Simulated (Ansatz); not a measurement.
`O[B-]1(F)OC=CC=[O+]1` at its PBE0-D4/def2-TZVP geometry, where that method's forces vanish. Total charge 0; spin multiplicity 1.

```xyz
12

O     1.3142    1.8918   -1.0397
B     0.5476    1.2224   -0.1009
F     0.2551    1.9503    1.0096
O     1.2483   -0.0702    0.3841
C     0.5851   -1.0938    0.7348
C    -0.7688   -1.2548    0.4950
C    -1.3772   -0.3005   -0.3020
O    -0.8028    0.7590   -0.6998
H     1.5169    1.3762   -1.8198
H     1.1666   -1.8861    1.2093
H    -1.2915   -2.1474    0.8014
H    -2.3934   -0.4469   -0.6720
```

**Question.** What forces (eV/Å) does ωB97M-V/def2-TZVPP give on these atoms in the Gaussian-basis code of Ansatz? (An estimate is asked.)

**Answer.** Ansatz gave: 
```
O1   0.118  0.073 -0.168
B2   0.011 -0.023 -0.037
F3  -0.064  0.117  0.211
O4   0.122 -0.003 -0.031
C5   0.003 -0.177  0.087
C6  -0.083 -0.131  0.058
C7  -0.163 -0.111 -0.004
O8  -0.026  0.057 -0.109
H9  -0.002  0.023  0.021
H10 -0.049  0.079 -0.039
H11  0.043  0.073 -0.025
H12  0.091  0.023  0.036
```
